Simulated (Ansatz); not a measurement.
Consider the substitution at a C–C bond: `C[CH2][Sn][CH2]C` + `O[SiH2]N[SiH2]Cl` → `CO[SiH2]N[SiH2]Cl` + `C[CH2][Sn][CH3]`.

Isolated molecules relaxed with PBE0-D4/def2-TZVP in Ansatz; ΔE leaves out vibrations. CCSD(T)/CBS is the MP2 limit (def2-TZVPP, def2-QZVPP) plus CCSD(T) − MP2 in def2-TZVPP, frozen cores. Functionals use def2-TZVPP. B3LYP here is the variant with VWN-RPA as its local correlation; programs differ in this. Elements past krypton have def2 core potentials. For Sn outer-core shells are correlated without core-valence functions, which leaves a few kJ/mol of doubt a bond. Each species was taken in one conformer, which may not be the lowest.

CCSD(T)/CBS gives +10.3 kcal/mol.

Another level gave +11.2 kcal/mol. Which?
A. B3LYP/def2-TZVPP
B. SCS-MP2/def2-TZVPP
C. MP2/def2-TZVPP
D. PBE-D4/def2-TZVPP

C. MP2/def2-TZVPP 11.2, PBE-D4 8.9, SCS-MP2/def2-TZVPP 10.0, B3LYP 7.7 kcal/mol.

Largest T1 diagnostic among the species: 0.013.

In def2-TZVPP, CCSD(T) changes the Hartree–Fock value by +3.3 kcal/mol (the triples alone add +0.2 kcal/mol) and MP2 by +4.7 kcal/mol.
